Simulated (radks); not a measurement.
Results of a calculation; reference values are marked as such.
Effect of the nuclear size on neutral cadmium, [Kr] 4d10 5s2. Code: a radial shooting solver on a logarithmic mesh with Libxc functionals. Model: Dirac Kohn-Sham, relativistic LDA (MacDonald-Vosko exchange, VWN5 correlation), spin-unpolarised, spherical densities, finite nucleus; Fermi nuclear charge, rms radius 4.6087 fm. The rms radius is varied about that value; shifts are against it.

rms radius (fm)  total energy shift (eV)  density at nucleus (e/bohr^3)  1s1/2 shift (meV)  2s1/2 shift (meV)  4s1/2 shift (meV)  4p1/2 shift (meV)  5s1/2 shift (meV)
4.0326                            -0.753                      1.607e+05               -315              -35.5              -1.25              0.122             -0.059
4.4474                            -0.219                      1.585e+05              -91.8              -10.3             -0.364              0.036             -0.017
4.6087                                 0                      1.577e+05              0.000              0.000              0.000              0.000              0.000
4.9636                             0.506                      1.561e+05                212               23.9              0.840             -0.082              0.040
5.1848                             0.838                      1.551e+05                351               39.5               1.39             -0.136              0.066

Slopes of the eigenvalues against <r^2> in GHz/fm^2, as finite differences over the two radii next to the reference (eigenvalue slopes, not the field-shift constants of lines): 1s1/2 15100, 2s1/2 1700, 4s1/2 59.9, 4p1/2 -5.85, 5s1/2 2.83.
